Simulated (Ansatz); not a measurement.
Start from `CC(Cl)Cl` and change one atom or group to get `[SiH3]C(Cl)Cl`.

Ansatz, PBE0-D4/def2-TZVP geometries, multiplicity 1. 

```tsv
property	`CC(Cl)Cl`
zero-point energy (PBE0-D4/def2-TZVP) / kJ/mol	151.1
HOMO–LUMO gap (ωB97M-V/def2-TZVPP) / eV	13.12
HOMO energy (ωB97M-V/def2-TZVPP) / eV	-10.88
LUMO energy (PBE0/def2-TZVPP) / eV	0.11
HOMO–LUMO gap (PBE/def2-TZVPP) / eV	6.18
HOMO–LUMO gap (B3LYP/def2-TZVPP) / eV	8.16
```

Q: Give the same properties after the change, and the shifts. (An estimate is asked.)

A: Ansatz gave: 
```csv
property,`[SiH3]C(Cl)Cl`,shift
zero-point energy (PBE0-D4/def2-TZVP) / kJ/mol,115.6,-35.5
HOMO–LUMO gap (ωB97M-V/def2-TZVPP) / eV,11.88,-1.24
HOMO energy (ωB97M-V/def2-TZVPP) / eV,-10.45,0.43
LUMO energy (PBE0/def2-TZVPP) / eV,-0.48,-0.59
HOMO–LUMO gap (PBE/def2-TZVPP) / eV,5.38,-0.80
HOMO–LUMO gap (B3LYP/def2-TZVPP) / eV,7.26,-0.90
```

With PBE0 the HOMO rises by 0.40 eV and the LUMO falls by 0.59 eV, so the gap narrows by about 0.99 eV. PBE moves the HOMO by 0.32 eV and ωB97M-V by 0.43 eV.

B3LYP here is the variant with VWN-RPA as its local correlation; programs differ in this.
